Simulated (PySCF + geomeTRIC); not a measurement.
Method: BP86-D3(BJ)/def2-SVP (PySCF + geomeTRIC). fastk is a local helper that only speeds up exchange builds. No frequencies were computed at this level.

```python
import json, numpy as np
from pyscf import gto, dft
from fastk import lowrank_exchange
atoms = """
Zr     0.000000     0.000000    -0.000000
F      1.019317    -0.992431     1.171098
F     -1.174429     1.055251     0.950032
F      1.101490     1.070120    -1.018312
F     -0.946376    -1.132944    -1.102818
"""
def scf(charge, spin, dm0=None):
    mol = gto.M(atom=atoms, basis='def2-svp', ecp={'Zr': 'def2-svp'}, charge=charge, spin=spin, verbose=3, max_memory=5040)
    mf = dft.KS(mol, xc='bp86').density_fit(auxbasis="def2-universal-jkfit")
    mf.disp = 'd3bj'
    mf.grids.level = 3
    mf.conv_tol = 1e-8
    mf.max_cycle = 120
    mf.level_shift = 0.25
    mf.kernel(dm0)
    if not mf.converged:
        mf = mf.newton().run(mf.mo_coeff, mf.mo_occ).undo_soscf()
    return mf
mf = scf(0, 0)
from pyscf.geomopt.geometric_solver import kernel as optimize
path = []
done, mol = optimize(mf, maxsteps=120, assert_convergence=False, callback=lambda env: path.append((env["energy"], bool(env["g_scanner"].converged))))
res = dict(converged=bool(done and path[-1][1]), energy=path[-1][0], path=[e for e, c in path], xyz=mol.atom_coords(unit="Angstrom").tolist(), nao=mol.nao)
json.dump(res, open("result.json", "w"))
```

Output:

```
converged SCF energy = -446.517633776158
Geometry optimization cycle 1
converged SCF energy = -446.51763377135
cycle 1: E = -446.517633771  dE = -446.518  norm(grad) = 0.0931182
Geometry optimization cycle 2
converged SCF energy = -446.525158208537
cycle 2: E = -446.525158209  dE = -0.00752444  norm(grad) = 0.0443561
Geometry optimization cycle 3
converged SCF energy = -446.528605535943
cycle 3: E = -446.528605536  dE = -0.00344733  norm(grad) = 0.0075314
Geometry optimization cycle 4
converged SCF energy = -446.528708092653
cycle 4: E = -446.528708093  dE = -0.000102557  norm(grad) = 0.00100028
Geometry optimization cycle 5
converged SCF energy = -446.528724927181
cycle 5: E = -446.528724927  dE = -1.68345e-05  norm(grad) = 0.00102499
Geometry optimization cycle 6
converged SCF energy = -446.52874481432
cycle 6: E = -446.528744814  dE = -1.98871e-05  norm(grad) = 0.000883127
Geometry optimization cycle 7
converged SCF energy = -446.528783212003
cycle 7: E = -446.528783212  dE = -3.83977e-05  norm(grad) = 0.00717704
Geometry optimization cycle 8
converged SCF energy = -446.528855093372
cycle 8: E = -446.528855093  dE = -7.18814e-05  norm(grad) = 0.00254582
Geometry optimization cycle 9
converged SCF energy = -446.528866633983
cycle 9: E = -446.528866634  dE = -1.15406e-05  norm(grad) = 0.0010834
Geometry optimization cycle 10
converged SCF energy = -446.528866339394
cycle 10: E = -446.528866339  dE = 2.94589e-07  norm(grad) = 0.000145752
Geometry optimization cycle 11
converged SCF energy = -446.528866716455
cycle 11: E = -446.528866716  dE = -3.77061e-07  norm(grad) = 0.000122903
<class 'geometric.internal.Distance'> : 4
<class 'geometric.internal.Angle'> : 6
<class 'geometric.internal.TranslationX'> : 1
<class 'geometric.internal.TranslationY'> : 1
<class 'geometric.internal.TranslationZ'> : 1
<class 'geometric.internal.RotationA'> : 1
<class 'geometric.internal.RotationB'> : 1
<class 'geometric.internal.RotationC'> : 1
Step    0 : Gradient = 4.164e-02/4.676e-02 (rms/max) Energy = -446.5176337713
Step    1 : Displace = 9.571e-02/1.077e-01 (rms/max) Trust = 1.000e-01 (=) Grad = 1.984e-02/2.226e-02 (rms/max) E (change) = -446.5251582085 (-7.524e-03) Quality = 0.399
Step    2 : Displace = 3.086e-02/3.486e-02 (rms/max) Trust = 1.000e-01 (=) Grad = 3.368e-03/3.847e-03 (rms/max) E (change) = -446.5286055359 (-3.447e-03) Quality = 1.191
Step    3 : Displace = 6.403e-03/7.605e-03 (rms/max) Trust = 1.414e-01 (+) Grad = 4.473e-04/5.751e-04 (rms/max) E (change) = -446.5287080927 (-1.026e-04) Quality = 0.915
Step    4 : Displace = 2.891e-04/3.803e-04 (rms/max) Trust = 2.000e-01 (+) Grad = 4.584e-04/5.940e-04 (rms/max) E (change) = -446.5287249272 (-1.683e-05) Quality = 1.386
Step    5 : Displace = 1.058e-03/1.240e-03 (rms/max) Trust = 2.828e-01 (+) Grad = 3.949e-04/4.535e-04 (rms/max) E (change) = -446.5287448143 (-1.989e-05) Quality = 1.410
Step    6 : Displace = 4.622e-03/5.802e-03 (rms/max) Trust = 3.000e-01 (+) Grad = 3.210e-03/3.642e-03 (rms/max) E (change) = -446.5287832120 (-3.840e-05) Quality = 0.260
Step    7 : Displace = 3.653e-03/4.492e-03 (rms/max) Trust = 3.000e-01 (=) Grad = 1.139e-03/1.338e-03 (rms/max) E (change) = -446.5288550934 (-7.188e-05) Quality = 0.846
Step    8 : Displace = 1.338e-03/1.883e-03 (rms/max) Trust = 3.000e-01 (=) Grad = 4.845e-04/5.371e-04 (rms/max) E (change) = -446.5288666340 (-1.154e-05) Quality = 0.881
Step    9 : Displace = 1.202e-03/1.667e-03 (rms/max) Trust = 3.000e-01 (=) Grad = 6.518e-05/8.620e-05 (rms/max) E (change) = -446.5288663394 (+2.946e-07) Quality = -0.081
Step   10 : Displace = 2.522e-04/2.946e-04 (rms/max) Trust = 6.012e-04 (-) Grad = 5.124e-05/5.647e-05 (rms/max) E (change) = -446.5288667165 (-3.771e-07) Quality = 2.089
Converged! =D
```

Cost: very roughly 40 core-seconds.
